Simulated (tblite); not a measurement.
Species: C4H7FO3S.
Atom-mapped SMILES: `[CH3:1][CH2:2][C@@:3]1([F:4])[CH2:5][O:6][S@:7](=[O:8])[O:9]1` (hydrogens: H10, H11, H12 on C1; H13, H14 on C2; H15, H16 on C5)

Computed with GFN2-xTB (tblite), gas phase: nudged elastic band of 9 images (0 to 8), spring 0.2 eV/Å², climbing image at the end, force threshold 0.05 eV/Å. The top image wasn't refined or checked by frequencies; at this threshold it can lie a kcal/mol or more above the true saddle point of the method.

The band describes a rotation about C2–C3 (chain CH2 carbon, sp3 C–F carbon), followed by the dihedral C1–C2–C3–O9, from the optimised start (179°) to a second optimised geometry at -61°.

Problem. How does the energy change from image to image?

Solution. 
```json
{"image": "0", "dihedral (°)": "179", "E (eV)": "0.000", "C2–C3 (Å)": "1.526", "C1···O9 (Å)": "3.74", "largest true force (eV/Å)": "0.01"}
{"image": "1", "dihedral (°)": "-167", "E (eV)": "0.020", "C2–C3 (Å)": "1.529", "C1···O9 (Å)": "3.73", "largest true force (eV/Å)": "0.03"}
{"image": "2", "dihedral (°)": "-153", "E (eV)": "0.066", "C2–C3 (Å)": "1.533", "C1···O9 (Å)": "3.69", "largest true force (eV/Å)": "0.04"}
{"image": "3", "dihedral (°)": "-138", "E (eV)": "0.111", "C2–C3 (Å)": "1.537", "C1···O9 (Å)": "3.63", "largest true force (eV/Å)": "0.05"}
{"image": "4", "dihedral (°)": "-123", "E (eV)": "0.132", "C2–C3 (Å)": "1.539", "C1···O9 (Å)": "3.53", "largest true force (eV/Å)": "0.04"}
{"image": "5", "dihedral (°)": "-107", "E (eV)": "0.121", "C2–C3 (Å)": "1.538", "C1···O9 (Å)": "3.40", "largest true force (eV/Å)": "0.04"}
{"image": "6", "dihedral (°)": "-92", "E (eV)": "0.085", "C2–C3 (Å)": "1.534", "C1···O9 (Å)": "3.26", "largest true force (eV/Å)": "0.04"}
{"image": "7", "dihedral (°)": "-77", "E (eV)": "0.044", "C2–C3 (Å)": "1.530", "C1···O9 (Å)": "3.10", "largest true force (eV/Å)": "0.05"}
{"image": "8", "dihedral (°)": "-61", "E (eV)": "0.021", "C2–C3 (Å)": "1.528", "C1···O9 (Å)": "2.94", "largest true force (eV/Å)": "0.01"}
```

Barriers of this band. The top is image 4 at -123°: 0.132 eV forward and 0.111 eV back; the end lies 0.021 eV above the start. The central bond is 0.013 Å longer at the top than at the start.

Problem. What rate follows at 350 K for crossing this barrier forward?

Solution. Taking the electronic barrier for the free energy of activation (no zero-point or entropy terms, transmission 1), rate = (kT/h)·exp(−ΔE/kT) ≈ 9 × 10^10 s⁻¹, whose inverse is 1 × 10^-11 s. An error of 1 kcal/mol in the barrier changes this by a factor of 4, and the method and the loose band can each miss by that much or more.

Problem. How would the two end points share their population at 350 K, from these energies alone?

Solution. exp(−ΔE/kT) with ΔE = 0.021 eV gives 0.5 for the higher one (end) against 1 for the lower, without vibrational, rotational or degeneracy terms. GFN2-xTB can put conformers this close in the wrong order.

The cost below is that of the whole band run. Hardware: Intel Xeon Platinum 8488C, one thread (shared host). Cost: 2.4 s, 0.18 GiB resident at most.
